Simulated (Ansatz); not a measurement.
Relaxation of ReS₂⁺ with RKS PBE0-D4/def2-TZVP.

```sh
$ ansatz run in.yaml --threads 4 --pin off --events-out ev --progress --plain --max-ram 3916MiB
```

```yaml
crystal:
  periodic: [false, false, false]
  atoms:
    - {symbol: Re, position_ang: [-1.578930, 0.664100, 0.777390]}
    - {symbol: S, position_ang: [-0.110040, -0.607290, -0.161180]}
    - {symbol: S, position_ang: [1.688970, -0.056810, -0.616210]}
basis:
  gaussian: {orbitals: def2-TZVP}
total_charge: 1
hamiltonian: {xc: pbe0, dispersion: d4}
scf: {lower_state_search: "off"}
output: {orbitals: {seedname: orbitals}}
relax: {f_tol: 0.02, max_steps: 100}
```

Run time 5.5 s (4 threads of Arm Neoverse V2 on a shared host).

Positions (Å) and forces (eV/Å) at steps 1, 2, 3, 4, 5, 6 of 6:

```xyz
3
step=1 energy=-23781.6316 eV
Re   -1.579    0.664    0.777    1.694   -1.658   -1.145
S    -0.110   -0.607   -0.161   -0.345    2.227    0.856
S     1.689   -0.057   -0.616   -1.348   -0.569    0.290
3
step=2 energy=-23781.9408 eV
Re   -1.544    0.607    0.746   -0.363   -0.296    0.031
S    -0.112   -0.518   -0.131    0.521    0.805    0.081
S     1.656   -0.089   -0.615   -0.158   -0.509   -0.112
3
step=3 energy=-23782.2165 eV
Re   -1.640    0.532    0.756   -0.568   -0.154    0.150
S    -0.070   -0.334   -0.086    1.295    0.623   -0.253
S     1.709   -0.198   -0.670   -0.727   -0.468    0.103
3
step=4 energy=-23782.4008 eV
Re   -1.725    0.460    0.762    0.897   -0.512   -0.486
S     0.000   -0.159   -0.052   -0.575    0.674    0.426
S     1.725   -0.301   -0.709   -0.321   -0.163    0.060
3
step=5 energy=-23782.4713 eV
Re   -1.731    0.383    0.739   -0.265    0.047    0.109
S     0.035   -0.017   -0.018    0.187   -0.016   -0.071
S     1.695   -0.366   -0.720    0.078   -0.031   -0.038
3
step=6 energy=-23782.4726 eV
Re   -1.737    0.381    0.740    0.004   -0.002   -0.002
S     0.039   -0.010   -0.017   -0.009    0.005    0.005
S     1.698   -0.371   -0.723    0.005   -0.003   -0.003
```

In the def2 sets Re takes a core potential; there is no spin–orbit coupling. The restricted singlet is unstable towards broken spin symmetry in Hartree–Fock (as tested in another run); at PBE0-D4/def2-TZVP this wasn't settled. The relaxation made no stability test and no search for a lower SCF solution. No other spin state of charge 1 was run. Another isomer (triplet) lies 3.82 eV lower at PBE0-D4/def2-TZVP; other spin states weren't run for this one.
